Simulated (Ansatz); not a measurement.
`[CH3][Sc]([F])[Cl]` + H₂O → `[OH][Sc]([F])[Cl]` + CH₄ at 400 K and 1 bar (formal hydrolysis of the Sc–C bond).

Computed with Ansatz on PBE0-D4/def2-TZVP structures; ΔE is electronic, products minus reactants. CCSD(T)/CBS adds triple-zeta CCSD(T) − MP2 to the extrapolated MP2 energy (def2 sets, frozen cores). This one scheme is used for every species. For Sc outer-core shells are correlated without core-valence functions, which leaves a few kJ/mol of doubt a bond. Scalar relativity is left out up to krypton. Each species was taken in one conformer, which may not be the lowest.

| species | CCSD(T)/CBS energy (Eh) | H − E (kJ/mol) | S (J/(mol·K)) |
| --- | --- | --- | --- |
| `[CH3][Sc]([F])[Cl]` | -1359.76982 | 127.1 | 401.4 |
| H₂O | -76.37941 | 69.8 | 198.6 |
| `[OH][Sc]([F])[Cl]` | -1395.76221 | 68.8 | 364.5 |
| CH₄ | -40.46206 | 131.3 | 197.2 |

H − E and S are ideal-gas, rigid-rotor, harmonic terms from PBE0-D4/def2-TZVP, for one conformer and one mirror image of each species. 1 Eh = 2625.50 kJ/mol, R = 8.31446 J/(mol·K).

Question: By hand: ΔE, ΔH, ΔS and ΔG.

Answer: ΔE = (-1395.76221) + (-40.46206) − (-1359.76982) − (-76.37941) = -0.07504 Eh = -197.0 kJ/mol. Δ(H − E) = 68.8 + 131.3 − 127.1 − 69.8 = 3.2, so ΔH = -193.8 kJ/mol. ΔS = 364.5 + 197.2 − 401.4 − 198.6 = -38.3 J/(mol·K). ΔG = -193.8 − 400 × (-38.3)/1000 = -178.5 kJ/mol.

Question: By hand: the equilibrium constant, and the temperature at which ΔG would vanish if ΔH and ΔS stayed fixed.

Answer: log₁₀ K = −ΔG/(RT ln 10) = 23.3. ΔG = 0 at ΔH/ΔS = 5060 K, far beyond where these terms or the molecules hold.

ΔH outweighs TΔS. A doubt of 5 kJ/mol in ΔE shifts log₁₀ K by 0.7 here. Other conformers and mirror images would add mixing entropy, several J/(mol·K) or more a flexible species. Modes under 60 cm⁻¹, often nearly free rotors, make the harmonic entropy too high. These are equilibria of isolated gas molecules and say nothing of rates. Largest T1 diagnostic: 0.016 (customary marks: 0.02 for closed shells, 0.045 for open ones).
